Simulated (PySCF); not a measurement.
Job file and geometry (Å, from PBE0-D3(BJ)/def2-SVP) of an NMR shielding run on SMILES O=C(O/C=C\C(C=C)=C)C, C₈H₁₀O₂, GIAO PBE0/pcSseg-1 NMR shielding, non-relativistic, gas phase (PySCF); density fitting, a coarse starting grid and PySCF grid level 2 are the driver's defaults:

```
{"job": {"kind": "nmr", "xc": "PBE0", "basis": "pcSseg-1"}, "charge": 0, "multiplicity": 1}
C     -0.853185    -0.018313    -2.114233
C     -1.777756     0.085587    -1.152518
C     -1.813531    -0.658280     0.113360
C     -2.925486    -0.619544     0.873871
C     -0.670578    -1.494061     0.538973
C      0.613803    -1.132906     0.621053
O      1.024445     0.125699     0.294938
C      2.350135     0.417620     0.365956
C      2.587514     1.832978    -0.055825
O      3.180725    -0.374229     0.709639
H      0.005332    -0.686701    -2.012856
H     -0.936991     0.558140    -3.038642
H     -2.629894     0.756723    -1.309836
H     -3.787973    -0.016481     0.577664
H     -3.000489    -1.183246     1.807041
H     -0.894574    -2.509437     0.877747
H      1.408961    -1.796932     0.967028
H      3.640354     2.092451     0.097977
H      1.933012     2.510602     0.510106
H      2.324377     1.943738    -1.118587
```

**Question.** What does the program print?

**Answer.** 
```
coarse grid: 17064 points
cycle   1  E = -460.4324663761  dE =  1.518e+00  |g| = 9.128e-01  |ddm| = 4.097e+00
cycle   2  E = -460.1117120037  dE =  3.208e-01  |g| = 1.605e+00  |ddm| = 1.694e+00
cycle   3  E = -460.5816653619  dE = -4.700e-01  |g| = 2.868e-01  |ddm| = 1.215e+00
cycle   4  E = -460.5969562294  dE = -1.529e-02  |g| = 8.443e-02  |ddm| = 2.473e-01
cycle   5  E = -460.5980166441  dE = -1.060e-03  |g| = 2.792e-02  |ddm| = 6.083e-02
cycle   6  E = -460.5981760140  dE = -1.594e-04  |g| = 6.338e-03  |ddm| = 2.150e-02
cycle   7  E = -460.5981839989  dE = -7.985e-06  |g| = 2.983e-03  |ddm| = 7.444e-03
final grid: 165800 points
cycle   8  E = -460.6800244302  dE = -2.273e-05  |g| = 1.474e-02  |ddm| = 3.619e-02
cycle   9  E = -460.6799517974  dE =  7.263e-05  |g| = 2.403e-02  |ddm| = 2.761e-02
cycle  10  E = -460.6800674163  dE = -1.156e-04  |g| = 2.630e-03  |ddm| = 1.817e-02
cycle  11  E = -460.6800688742  dE = -1.458e-06  |g| = 4.772e-04  |ddm| = 1.918e-03
cycle  12  E = -460.6800689126  dE = -3.834e-08  |g| = 1.555e-04  |ddm| = 4.429e-04
cycle  13  E = -460.6800689166  dE = -4.095e-09  |g| = 6.543e-05  |ddm| = 1.583e-04
cycle  14  E = -460.6800689176  dE = -9.305e-10  |g| = 1.814e-05  |ddm| = 6.718e-05
converged SCF energy = -460.6800689176

GIAO shielding tensors (ppm)
atom      isotropic    diamagn.    paramagn.     s11        s22        s33       span
  0 C       59.464     257.633    -198.169    -51.744     64.662    165.474    217.218
  1 C       40.538     253.837    -213.299    -73.545     54.024    141.136    214.681
  2 C       35.011     257.384    -222.373    -78.961     34.657    149.336    228.297
  3 C       57.465     251.205    -193.741    -44.120     69.302    147.212    191.333
  4 C       72.008     257.740    -185.732    -25.186     95.514    145.695    170.882
  5 C       43.901     254.921    -211.020    -56.467     62.813    125.357    181.824
  6 O       70.006     408.458    -338.452   -108.096     94.795    223.319    331.415
  7 C       15.178     248.753    -233.576    -95.110     69.521     71.122    166.232
  8 C      162.665     249.088     -86.422    141.131    155.170    191.695     50.564
  9 O     -108.586     400.995    -509.581   -397.750   -228.924    300.915    698.665
 10 H       25.893      34.161      -8.268     22.502     25.974     29.203      6.701
 11 H       25.737      29.499      -3.763     23.314     25.773     28.123      4.809
 12 H       24.850      31.817      -6.967     22.945     23.689     27.916      4.971
 13 H       25.798      29.897      -4.099     22.905     24.886     29.602      6.697
 14 H       25.920      30.252      -4.332     22.966     24.657     30.138      7.172
 15 H       25.794      31.708      -5.914     22.946     26.335     28.102      5.157
 16 H       23.762      33.035      -9.273     20.066     23.412     27.809      7.743
 17 H       29.556      25.719       3.837     25.312     27.823     35.534     10.223
 18 H       29.132      29.921      -0.789     25.286     28.770     33.339      8.053
 19 H       29.069      29.744      -0.675     25.102     28.912     33.192      8.090
```

**Question.** Turn these shieldings into chemical shifts. Chemical shifts δ = σref − σ; $^{13}$C (σ = 184.41 ppm) and $^{1}$H (σ = 31.27 ppm) against TMS; H2O for $^{17}$O (σ = 334.56 ppm), all at this level.

**Answer.** Averaging equivalent atoms: C 7: 169.2; C 2: 149.4; C 1: 143.9; C 5: 140.5; C 3: 126.9; C 0: 124.9; C 4: 112.4; C 8: 21.7; O 9: 443.1; O 6: 264.6; H 16: 7.50; H 12: 6.42; H 11: 5.53; H 15: 5.47; H 13: 5.47; H 10: 5.37; H 14: 5.35; H 17/18/19: 2.01 ppm. Unscaled 17O shifts of doubly bonded oxygen tend to come out too high, by tens of ppm or more. Experimental scales use liquid or dissolved standards, which lie at an offset from isolated H2O (liquid H2O: subtract about 36 ppm).

Size and cost of the density-fitted run: 220 basis functions, 72 s wall time on 1 thread of an Arm Neoverse N1, shared host.
